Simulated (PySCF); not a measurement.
From a computed spectrum to the compound

A species of 7 atoms with charge 3 has these harmonic modes (B3LYP, small Gaussian bases with core potentials, PySCF 2.14.0):

```tsv
cm⁻¹	km/mol	symmetry
-17	–	a''
63	3.1	a'
152	0.2	a''
405	17.7	a'
408	23.3	a'
620	74.6	a'
635	41.1	a''
681	395.9	a'
687	431.8	a''
1655	159.2	a'
1657	97.1	a'
3491	966.1	a'
3504	230.0	a'
3521	432.9	a''
3529	472.7	a'
```

Task: Which species is it, and in which structure?

Result: [La(H2O)2]3+ (singlet):
```xyz
7

La   -0.2114   -0.2113   -0.0052
O     0.7604    0.7600    1.9410
H     1.4603    1.4600    2.0120
H     0.5555    0.5549    2.8912
O     0.8137    0.8140   -1.9012
H     1.6153    0.5183   -2.4077
H     0.5179    1.6158   -2.4076
```
 Negative wavenumbers this small are taken as noise. 
 The answer isn't unique; the calculation gave this one.
